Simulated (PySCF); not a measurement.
arsenic trifluoride (AsF₃), SMILES F[As](F)F. The structure is a stationary point at PBE-D3(BJ)/def2-SVP.

These are PBE-D3(BJ)/def2-SVP (PySCF) values and carry that method's errors.

Harmonic wavenumbers (cm⁻¹): 236, 236, 305, 681, 681, 700. Rotational constants (GHz): 5.587, 5.587, 3.895; symmetry number 3.

**Question.** Work out the zero-point energy and the ideal-gas rigid-rotor harmonic-oscillator thermochemistry at 298.15 K and 1 atm.

**Answer.** ZPE = ½ Σ hcν = ½ × 2839 cm⁻¹ = 4.06 kcal/mol. H − E(el) = 7.55 kcal/mol. Entropy in cal/(mol K): translation 40.54, rotation 23.20, vibration 6.02, total 69.76. G − E(el) = -13.25 kcal/mol. Cp = 15.74 cal/(mol K).
